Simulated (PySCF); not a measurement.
CH$_{4}$AlGeN, Ge$_{2}$H$_{4}$N$_{2}$, GeH$_{3}$NO (calculated)

Computed with PySCF 2.14.0. Calculation on a computer-drawn molecule: the log of a Hartree-Fock and frozen-core CCSD(T) single point meant for a local Hartree-Fock minimum, with one planted fault or none, to be diagnosed. Offsets are logged minus clean, where the clean run is the same molecule without the fault. The reference is restricted for singlets and unrestricted otherwise, and also for a bond in bohr or an excited solution. Adding or removing an electron swaps singlet and doublet. The excited solution moves the top pair (singlet) or top alpha electron (doublet) to the lowest empty orbital. Highest occupied and lowest empty are orbital energies over both spins, largest force is the largest gradient component, triples share is (T) over the correlation energy, the T1 limit is 0.02 restricted and 0.045 unrestricted, electrons count all cores, a negative frequency is imaginary (commonest isotopes), and the dipole is about the centre of nuclear charge; on germanium a core potential holds 10 electrons, which the energies leave out, and 3d is frozen in MP2 and coupled-cluster steps.

Common to all runs: meant charge 0; meant multiplicity 1; meant basis and core potential on germanium cc-pVDZ-PP ECP10MDF; logged SCF converged yes; logged CC converged yes; logged SCF stable within its kind yes; possible faults no fault, one electron removed, one electron added, multiplicity raised by two, geometry at a saddle point, SCF held on an excited solution, minimal basis STO-3G, one bond length entered in bohr, all coordinates scaled.

(1) 
```xyz
8
formula=CH4AlGeN meant_basis=cc-pV(D+d)Z logged_electrons=62 logged_basis_functions=94 logged_spin_squared=1.4475 logged_highest_occupied=-7.5642 logged_lowest_empty=0.99928 logged_largest_force=0.02455 logged_T1_diagnostic=0.055293 logged_D1_diagnostic=0.22862 logged_triples_share=0.032296 logged_dipole_magnitude=2.6285 logged_energy_HF=-629.79512 logged_energy_CCSD(T)=-630.26049 planted_fault=one_bond_length_entered_in_bohr,row_1_of_the_drawn_bonds HF_energy_offset_from_clean_run=56.33 CCSD(T)_energy_offset_from_clean_run=81.75
N     -0.2869    -1.3037    -0.3044
Ge     1.9446    -0.4734     2.1254
C      1.5677     0.4211     3.6177
Al    -0.1641     1.0422     4.2221
H     -0.0649    -2.0456    -0.9403
H     -1.2727    -1.2507    -0.1320
H      3.3034    -0.9738     1.6450
H      2.4779     0.6044     4.1959
```

Units: logged_highest_occupied, logged_lowest_empty in eV; logged_largest_force in hartree/bohr; logged_dipole_magnitude in debye; logged_energy_HF, logged_energy_CCSD(T) in hartree; HF_energy_offset_from_clean_run, CCSD(T)_energy_offset_from_clean_run in kcal/mol.

Drawn bonds:
```csv
atom,other atom,order
1,2,1
2,3,2
3,4,1
1,5,1
1,6,1
2,7,1
3,8,1
```

Notes: T1 above single-reference limit.

(2) 
```xyz
8
formula=Ge2H4N2 meant_basis=cc-pVDZ logged_electrons=82 logged_basis_functions=94 logged_spin_squared=0 logged_highest_occupied=-7.5242 logged_lowest_empty=1.9537 logged_largest_force=8.094e-06 logged_lowest_frequency=41.482 logged_T1_diagnostic=0.02183 logged_D1_diagnostic=0.072876 logged_triples_share=0.035883 logged_dipole_magnitude=4.8166 logged_energy_HF=-697.93219 logged_energy_CCSD(T)=-698.49885 planted_fault=no_fault HF_energy_offset_from_clean_run=0 CCSD(T)_energy_offset_from_clean_run=0
N      1.3235     0.3687    -0.2321
Ge     0.4134    -0.5417    -1.4707
N     -1.1317    -0.1799    -1.9547
Ge    -2.9221    -0.2377    -2.0471
H      0.9545     1.2303     0.1229
H      2.3242     0.3335    -0.1996
H      1.3125    -1.6289    -2.0326
H     -3.0904     0.7681    -3.2864
```

Units: logged_highest_occupied, logged_lowest_empty in eV; logged_largest_force in hartree/bohr; logged_lowest_frequency in cm⁻¹; logged_dipole_magnitude in debye; logged_energy_HF, logged_energy_CCSD(T) in hartree; HF_energy_offset_from_clean_run, CCSD(T)_energy_offset_from_clean_run in kcal/mol.

Drawn bonds:
```csv
atom,other atom,order
1,2,1
2,3,2
3,4,1
1,5,1
1,6,1
2,7,1
4,8,1
```

Notes: T1 above single-reference limit.

(3) 
```xyz
6
formula=GeH3NO meant_basis=cc-pVDZ logged_electrons=50 logged_basis_functions=66 logged_spin_squared=2.0273 logged_highest_occupied=-5.6451 logged_lowest_empty=0.57401 logged_largest_force=0.13788 logged_T1_diagnostic=0.038541 logged_D1_diagnostic=0.213 logged_triples_share=0.024639 logged_dipole_magnitude=1.8245 logged_energy_HF=-424.29291 logged_energy_CCSD(T)=-424.72766 planted_fault=multiplicity_raised_by_two HF_energy_offset_from_clean_run=71.15 CCSD(T)_energy_offset_from_clean_run=106
N     -0.7602     1.1703     0.8563
Ge    -0.7032    -0.5700     1.1914
O      0.4312    -1.5707     0.6149
H     -0.0772     1.6244     0.2818
H     -1.4638     1.7839     1.2162
H     -1.8848    -0.9071     2.0889
```

Units: logged_highest_occupied, logged_lowest_empty in eV; logged_largest_force in hartree/bohr; logged_dipole_magnitude in debye; logged_energy_HF, logged_energy_CCSD(T) in hartree; HF_energy_offset_from_clean_run, CCSD(T)_energy_offset_from_clean_run in kcal/mol.

Drawn bonds:
```csv
atom,other atom,order
1,2,1
2,3,2
1,4,1
1,5,1
2,6,1
```
